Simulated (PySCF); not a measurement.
PySCF 2.14 output of an unrestricted BLYP calculation on a single atom or ion in x2c-TZVPPall with one added diffuse shell each of s, p, d, f type (12s8p8d5f2g, 129 functions), with scalar relativity by spin-free X2C-1e:

```
SCF conv_tol = 1e-09
number electrons alpha = 34  beta = 31
    A. D. Becke.,  Phys. Rev. A 38, 3098 (1988)
    C. Lee, W. Yang, and R. G. Parr.,  Phys. Rev. B 37, 785 (1988)
    B. Miehlich, A. Savin, H. Stoll, and H. Preuss.,  Chem. Phys. Lett. 157, 200 (1989)
cycle= 1 E= -12615.9880284918  delta_E= 0.032  |g|= 0.901  |ddm|= 0.368
cycle= 2 E= -12615.606929437  delta_E= 0.381  |g|= 2.25  |ddm|= 0.894
cycle= 3 E= -12616.070723419  delta_E= -0.464  |g|= 0.145  |ddm|= 0.594
cycle= 4 E= -12616.0736030265  delta_E= -0.00288  |g|= 0.0212  |ddm|= 0.071
cycle= 5 E= -12616.0736614174  delta_E= -5.84e-05  |g|= 0.0003  |ddm|= 0.00857
cycle= 6 E= -12616.0736614348  delta_E= -1.73e-08  |g|= 8.43e-06  |ddm|= 0.000195
cycle= 7 E= -12616.0736614348  delta_E= -1.82e-12  |g|= 2.35e-06  |ddm|= 6.92e-06
converged SCF energy = -12616.0736614348  <S^2> = 3.7522089  2S+1 = 4.0011043
```

The run itself started from symmetry-adapted Hartree-Fock orbitals and held the occupation by maximum overlap, on a logarithmic radial grid, so the iterations belong to that start.

Task: Which element, charge and spin multiplicity is this?

Result: Ho²⁺ (holmium, charge +2), multiplicity 4; the state was [Xe] 4f11, one real determinant.

⟨L²⟩ = 34.01 against 42 for a pure I term, so this real determinant mixes terms. Spin-orbit coupling, absent here, splits the open shell strongly.
